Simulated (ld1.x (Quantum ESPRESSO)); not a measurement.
**u(r) = r·R(r): atom against pseudo-atom (Co)**

Columns: radius, all-electron u(r) and pseudo u(r) of the 4s shell (level -5.79 eV) of cobalt in the configuration [Ar] 3d7 4s1.75 4p0.25; PBE, scalar-relativistic, TM semilocal scheme, ld1.x (Quantum ESPRESSO) 7.5.

| r (bohr) | all-electron | pseudo |
| --- | --- | --- |
| 0.180 | -0.1663 | -0.0282 |
| 0.360 | 0.0970 | -0.0585 |
| 0.540 | 0.2720 | -0.0933 |
| 0.720 | 0.2207 | -0.1353 |
| 0.900 | 0.0596 | -0.1878 |
| 1.080 | -0.1225 | -0.2542 |
| 1.260 | -0.2850 | -0.3353 |
| 1.440 | -0.4145 | -0.4256 |
| 1.620 | -0.5101 | -0.5108 |
| 1.800 | -0.5755 | -0.5755 |
| 1.980 | -0.6158 | -0.6158 |
| 2.160 | -0.6360 | -0.6360 |
| 2.340 | -0.6403 | -0.6403 |
| 2.520 | -0.6324 | -0.6324 |
| 2.700 | -0.6154 | -0.6154 |
| 2.880 | -0.5917 | -0.5917 |
| 3.060 | -0.5634 | -0.5634 |
| 3.240 | -0.5322 | -0.5322 |
| 3.420 | -0.4993 | -0.4993 |
| 3.600 | -0.4658 | -0.4658 |
| 3.780 | -0.4325 | -0.4325 |
| 3.960 | -0.3999 | -0.3999 |
| 4.140 | -0.3685 | -0.3685 |
| 4.320 | -0.3385 | -0.3385 |
| 4.500 | -0.3102 | -0.3102 |
| 4.680 | -0.2836 | -0.2836 |

**Question.** How many radial nodes do the two functions have?

**Answer.** The all-electron 4s function has n − l − 1 = 3 (the table is too coarse to show those close to the nucleus); the pseudo-wave has 0, since the states of the same l below it are removed with the core.

**Question.** At about which radius was the pseudo-wave matched?

**Answer.** 1.85 bohr, where the columns begin to agree (steps of 0.18 bohr).

**Question.** Where does each function peak?

**Answer.** Outermost all-electron maximum near 2.34 bohr, pseudo maximum near 2.34 bohr (to the table’s step).

**Question.** Is the pseudo-wave norm-conserving?

**Answer.** Yes: the TM semilocal scheme keeps the norm inside the radius equal to the all-electron one, which fixes the energy derivative of the logarithmic derivative at the level.
